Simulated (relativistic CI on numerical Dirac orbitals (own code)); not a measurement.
# Transition arrays of In¹⁰⁺

Computed by Dirac-Coulomb-Breit CI, separate exchange-only KLI orbitals for each configuration, model QED, valence Slater integrals scaled by 0.9, whole transition arrays (own radial code, finite nucleus).

Configuration list (outside the closed core [Ar] 3d10 4s2): 4p6.4d3, 4p6.4d2.4f, 4p5.4d4, 4p6.4d2.5p, 4p6.4d2.5f. Levels of other configurations are missing.

All E1 lines from the levels of 4p6.4d3; mean and standard deviation are weighted by gf, and upper levels are sorted by their leading configuration.

```tsv
Upper configuration	Lines	Σgf	Mean (eV)	Mean (nm)	σ (eV)	Strongest line (nm)
4p6.4d2.4f	291	238.0	86.55	14.325	2.02	14.412
4p5.4d4	2129	757.4	87.72	14.134	3.38	13.777
4p6.4d2.5p	485	47.3	73.73	16.815	1.61	16.879
4p6.4d2.5f	721	5.6	122.52	10.119	2.09	10.111
```

Σgf per state of the lower configuration in bins of 0.1 nm over the central range (centre: value): 13.15: 0.03, 13.25: 0.02, 13.35: 0.04, 13.45: 0.08, 13.55: 0.16, 13.65: 0.21, 13.75: 0.68, 13.85: 0.49, 13.95: 0.74, 14.05: 1.18, 14.15: 1.20, 14.25: 1.53, 14.35: 0.55, 14.45: 0.53, 14.55: 0.35, 14.65: 0.12, 14.75: 0.07, 14.85: 0.02, 16.35: 0.03, 16.45: 0.04, 16.55: 0.05, 16.65: 0.04, 16.75: 0.10, 16.85: 0.09.

How do configuration mixing and the scaling of the Slater integrals move the arrays?

Slater scale 0.9, no configuration mixing: 4p6.4d2.4f 78.0 ± 3.3 eV (Σgf 386.9), 4p5.4d4 82.6 ± 6.2 eV (Σgf 523.5), 4p6.4d2.5p 73.6 ± 1.6 eV (Σgf 54.1), 4p6.4d2.5f 122.8 ± 1.8 eV (Σgf 0.9); Slater scale 1: 4p6.4d2.4f 88.1 ± 2.2 eV (Σgf 242.9), 4p5.4d4 89.5 ± 3.5 eV (Σgf 769.8), 4p6.4d2.5p 73.8 ± 1.7 eV (Σgf 48.3), 4p6.4d2.5f 122.5 ± 2.3 eV (Σgf 7.6); Slater scale 0.8: 4p6.4d2.4f 85.0 ± 1.9 eV (Σgf 233.4), 4p5.4d4 85.9 ± 3.2 eV (Σgf 743.7), 4p6.4d2.5p 73.7 ± 1.5 eV (Σgf 46.9), 4p6.4d2.5f 122.5 ± 1.9 eV (Σgf 4.1). With mixing, levels are counted to their leading configuration, so an array can shrink or vanish into another, and the sums then hold other lines.
